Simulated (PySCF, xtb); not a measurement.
GeH3Br, SMILES [GeH3][Br].

GFN2-xTB in xtb 6.7.1 at its own geometry gives an orbital gap of 6.72 eV and a dipole moment of 4.63 D.

Geometry optimised at B3LYP-D3(BJ)/def2-TZVP.

What does M06-2X/def2-TZVPD run with PySCF give? (The exact figures need the calculation; the answer reports its results.)

gap 9.33 eV (levels -9.45 and -0.12 eV), dipole 2.10 D.
